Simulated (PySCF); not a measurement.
C5H8Si, SMILES C1[C@H]([SiH3])[C@@H]1C#C.

Geometry: ωB97X-D3(BJ)/def2-SVP. The structure was generated by enumeration; whether it is a known compound was not checked.

Two levels are set side by side: PBE/def2-TZVP (PySCF) and HF/def2-TZVP (PySCF). Same geometry, gas phase. Differences are taken from unrounded values.

```tsv
quantity	HF	PBE	PBE minus HF
orbital gap (eV)	13.39	5.79	-7.60
highest occupied level (eV)	-9.91	-6.20	3.72
lowest empty level (eV)	3.47	-0.41	-3.88
dipole moment (D)	1.04	1.13	0.09
mean polarisability (bohr³)	76.6	83.4	6.8
```

PBE's occupied levels lie high since its potential decays too fast outside the molecule; exact exchange lowers them and widens the gap. Loosely held outer electrons make PBE densities more polarisable. Differences between two approximate levels are no errors against the true value.

Rough cost on one machine, each run with all the roots and properties that it gave: HF against PBE about 1/3.
